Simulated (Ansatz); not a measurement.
`CCCCC(C=O)CC` + `CNC` → `CN(C)C=O` + `CCCCCCC`  (substitution at a C–C bond)

Calculated with Ansatz (gas phase, PBE0-D4/def2-TZVP geometries, no zero-point term in ΔE). CCSD(T)/CBS adds triple-zeta CCSD(T) − MP2 to the extrapolated MP2 energy (def2 sets, frozen cores). Functionals use def2-TZVPP. One conformer a species, not always the lowest.

```csv
level,ΔE (kJ/mol)
r2SCAN-D4,-93.7
r2SCAN,-95.3
SCS-MP2/def2-QZVPP,-76.8
HF/CBS(def2),-82.1
```

(1) What does CCSD(T)/CBS give? (Best estimate.)

Largest T1 diagnostic among the species: 0.014.

Answers

(1) Computed: -75.7 kJ/mol. The listed levels differ from it by -18.0, -19.6, -1.1, -6.4 kJ/mol.

From PBE to PBE0 (25 % exact exchange), in def2-TZVPP and without D4, ΔE moves by +4.2 kJ/mol. The D4 term adds +5.9 kJ/mol with B3LYP and +3.7 kJ/mol with PBE0; it sums over pairs of atoms, weighted by their polarisabilities, and B3LYP, whose exchange is more repulsive, gets the larger term.

B3LYP here is the variant with VWN-RPA as its local correlation; programs differ in this.
